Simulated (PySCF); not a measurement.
## Radial density of P (phosphorus, neutral)

M06-L, [Ne] 3s1 3p4, high-spin 4P determinant (an excited configuration). Computed with PySCF 2.14 in aug-cc-pCVTZ-DK with one added diffuse shell each of s, p, d, f type (9s8p6d4f, 91 functions), with scalar relativity by spin-free X2C-1e.

```
r (bohr)  4πr²ρ (e/bohr)  4πr²(ρα − ρβ)
 0.00136         0.05978         0.0002
 0.00229          0.1566         0.0005
 0.00386          0.4061         0.0012
 0.00649           1.028         0.0031
  0.0109           2.482         0.0074
  0.0184           5.506         0.0163
  0.0309           10.58         0.0311
  0.0519           15.93         0.0461
  0.0873           16.36         0.0535
   0.147           11.56         0.1083
   0.247           12.90         0.3101
   0.416           15.66         0.2670
   0.699           6.745        -0.0143
    1.18           2.154         1.0942
    1.98           2.437         1.5907
    3.33          0.7290         0.3318
    5.60         0.04142         0.0023
    9.41       0.0002112        -0.0002
    15.8       1.778e-05         0.0000
```

Densities and radii are taken from the X2C orbitals without a picture-change correction, which distorts them close to the nucleus.

Question: Where is the radial spin density 4πr²(ρα − ρβ) most negative, and why is it negative at all?

Answer: Around r = 0.699 bohr, down to -0.0143 e/bohr: exchange with the open shell polarises the paired shells in an unrestricted calculation.
